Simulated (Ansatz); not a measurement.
Ideal-gas functions of CH3Cl2OSb (`C[O][Sb]([Cl])[Cl]`) at 600 K and 1 bar, from an Ansatz frequency run at PBE0-D4/def2-TZVP.

Molar mass 223.7 g/mol, point group Cs (symmetry number 1), electronic degeneracy 1, moments of inertia 291.316, 333.503, 394.124 u Å². Harmonic wavenumbers (cm⁻¹, unscaled): 72, 102, 121, 141, 202, 288, 348, 366, 572, 1090, 1175, 1184, 1467, 1488, 1497, 3033, 3106, 3127.

Use S(trans) = R[1.5 ln M + 2.5 ln T − 1.1517]; rotational temperatures θ = 24.2544 K / I; S(rot) = R[ln(√π/σ · √(T³/θAθBθC)) + 1.5]; for each mode x = 1.438777 ν̃/T, S = R[x/(eˣ − 1) − ln(1 − e⁻ˣ)] and H = RT x/(eˣ − 1); 1 cm⁻¹ = 0.0119627 kJ/mol; R = 8.31446 J/(mol·K).

**Question.** By hand: the entropy, in J/(mol·K).

**Answer.** Translation 190.9. Rotation: θ = 0.0833, 0.0727, 0.0615 K, giving 129.8. Vibration, mode by mode: 22.93, 20.04, 18.63, 17.37, 14.42, 11.56, 10.06, 9.66, 6.31, 2.35, 2.00, 1.97, 1.14, 1.10, 1.08, 0.05, 0.04, 0.04, in all 140.7. Electronic 0.0. Sum 461.4 J/(mol·K).

**Question.** By hand: H − E and G − E in kJ/mol, counted from the electronic energy.

**Answer.** Zero-point energy ½ × 19379 × 0.0119627 = 115.9; thermal vibration 37.9; translation, rotation and pV give 4 RT = 20.0. H − E = 173.8 kJ/mol, and G − E = 173.8 − 600 × 461.4/1000 = -103.0 kJ/mol.

Vibration gives 30 % of the entropy, 79.0 J/(mol·K) of it from the modes under 150 cm⁻¹: soft modes count most, and the harmonic formula is weakest for them. The sum counts one conformer and one mirror image; others add a mixing term.
